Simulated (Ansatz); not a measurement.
`NC([SiH3])[SeH]`, charge 0, multiplicity 1.

Q: Give a relaxed structure at PBE0-D4/def2-TZVP (Ansatz 0.2.0). (Estimate.)

A: The calculation gave: 
Cartesian coordinates in Å:
```
N 0.648 1.566 0.271
C 0.506 0.276 -0.382
Si -1.109 -0.626 0.001
Se 2.062 -0.799 0.200
H 0.375 1.524 1.246
H 0.091 2.272 -0.192
H 0.622 0.430 -1.456
H -1.161 -1.982 -0.610
H -2.247 0.186 -0.519
H -1.232 -0.735 1.478
H 1.443 -2.112 -0.038
```
This is one stationary point; other conformers may exist.
